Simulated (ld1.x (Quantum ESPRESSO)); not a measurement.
**LDA (PZ) TM dataset for scandium (Sc), scalar-relativistic all-electron reference.**

The input file (ld1.x (Quantum ESPRESSO) 7.5):

```
&input
   title='Sc', zed=21., rel=1, dft='PZ', iswitch=3,
   config='[Ar] 3d1 4s1.5 4p0.5',
   nld=3, rlderiv=3.90, eminld=-2.0, emaxld=5.0, deld=0.02
 /
 &inputp
   pseudotype=2, tm=.true., lloc=0,
   nlcc=.true., new_core_ps=.true.,
   file_pseudopw='Sc.UPF', file_wfcaegen='ae.wfc', file_wfcncgen='nc.wfc', file_beta='beta', file_chi='chi'
 /
3
4P  2  1   0.50   0.00  3.60  3.60  0.0
3D  3  2   1.00   0.00  1.95  1.95  0.0
4S  1  0   1.50   0.00  2.80  2.80  0.0
 &test
   configts(1)='3d1 4s1.5 4p0.5'
 /
```

Command:

```bash
ld1.x < Sc.in > Sc.out
```

Resulting log (shortened: banner, matrices, multipoles, cross overlaps and the repeated all-electron block are left out):

```
Program LD1 v.7.5
     --------------------------- All-electron run ----------------------------

     Sc
     scalar relativistic calculation

     atomic number is 21.00
     dft =PZ   lsd =0 sic =0 latt =0  beta=0.20 tr2=1.0E-14
     Exchange-correlation= PZ
                           (   1   1   0   0   0   0   0)
     mesh =1173 r(mesh) = 100.03074 a.u. xmin = -7.00 dx = 0.01250
     1 Ry =  13.60569312 eV, c = 137.03599908

     n l     nl                  e(Ry)          e(Ha)          e(eV)
     1 0     1S 1( 2.00)      -322.3536      -161.1768     -4385.8435
     2 0     2S 1( 2.00)       -34.8102       -17.4051      -473.6169
     2 1     2P 1( 6.00)       -28.5682       -14.2841      -388.6895
     3 0     3S 1( 2.00)        -4.0695        -2.0347       -55.3683
     3 1     3P 1( 6.00)        -2.5150        -1.2575       -34.2190
     3 2     3D 1( 1.00)        -0.2949        -0.1475        -4.0125
     4 0     4S 1( 1.50)        -0.3434        -0.1717        -4.6724
     4 1     4P 1( 0.50)        -0.1346        -0.0673        -1.8319

     final scf error:  4.2E-15 reached in  34 iterations

     Etot =   -1524.531093 Ry,    -762.265547 Ha,  -20742.302213 eV

     Ekin =    1535.201648 Ry,     767.600824 Ha,   20887.482504 eV
     Encl =   -3624.230904 Ry,   -1812.115452 Ha,  -49310.173487 eV
     Eh   =     638.638309 Ry,     319.319155 Ha,    8689.116855 eV
     Exc  =     -74.140147 Ry,     -37.070073 Ha,   -1008.728086 eV

     normalization and overlap integrals

     s(1S/1S) =  1.000000  <r> =   0.0732  <r2> =    0.0072  r(max) =   0.0476
     s(2S/2S) =  1.000000  <r> =   0.3446  <r2> =    0.1405  r(max) =   0.2845
     s(2P/2P) =  1.000000  <r> =   0.3082  <r2> =    0.1174  r(max) =   0.2329
     s(3S/3S) =  1.000000  <r> =   1.0769  <r2> =    1.3400  r(max) =   0.9213
     s(3P/3P) =  1.000000  <r> =   1.1702  <r2> =    1.6173  r(max) =   0.9685
     s(3D/3D) =  1.000000  <r> =   1.8186  <r2> =    4.5012  r(max) =   1.0974
     s(4S/4S) =  1.000000  <r> =   3.6446  <r2> =   15.2929  r(max) =   3.0207
     s(4P/4P) =  1.000000  <r> =   4.9192  <r2> =   28.2673  r(max) =   3.9768

     ------------------------ End of All-electron run ------------------------

     --------------------- Generating NC pseudopotential ---------------------

      Generating local pot.: lloc=0, matching radius rcloc =   2.8000

      Computing core charge for nlcc:

       r > 2.02 : true rho core
      Core charge pseudized with two Bessel functions
      Integrated core pseudo-charge :   6.32

      Wfc   4P  rcut= 3.598  Using Troullier-Martins method

      Wfc   3D  rcut= 1.926  Using Troullier-Martins method

     ------------------- End of pseudopotential generation -------------------

     Computing logarithmic derivative in   3.90301
     Computing logarithmic derivative in   3.90301
     Computing the partial wave expansion
       no projector for channel:   0
     R is outside the sphere for l=    1 j= 0.00
     R is outside the sphere for l=    2 j= 0.00

     ---------------------- Testing the pseudopotential ----------------------

     Sc
     scalar relativistic calculation

     atomic number is 21.00   valence charge is  3.00
     dft =PZ   lsd =0 sic =0 latt =0  beta=0.20 tr2=1.0E-14
     mesh =1173 r(mesh) = 100.03074 xmin = -7.00 dx = 0.01250

     n l     nl             e AE (Ry)        e PS (Ry)    De AE-PS (Ry)
     3 2     3D   1( 1.00)       -0.29492       -0.29492        0.00000
     1 0     4S   1( 1.50)       -0.34341       -0.34342        0.00000
     2 1     4P   1( 0.50)       -0.13464       -0.13464       -0.00000

     eps = 9.9E-15  iter =  9

     Etot =   -1524.531093 Ry,    -762.265547 Ha,  -20742.302213 eV
     Etotps =   -10.032647 Ry,      -5.016324 Ha,    -136.501122 eV

     Ekin =       5.319685 Ry,       2.659842 Ha,      72.377998 eV
     Encl =      -3.861106 Ry,      -1.930553 Ha,     -52.533018 eV
     Ehrt =       2.550652 Ry,       1.275326 Ha,      34.703383 eV
     Ecxc =      -8.524889 Ry,      -4.262444 Ha,    -115.987018 eV
     (Ecc =      -6.779564 Ry,      -3.389782 Ha,     -92.240667 eV)
     Epseu=      -5.516989 Ry,      -2.758495 Ha,     -75.062466 eV

     ---------------------- End of pseudopotential test ----------------------
```

Generation and configuration tests took about 3.5 s on one core of a shared server CPU.
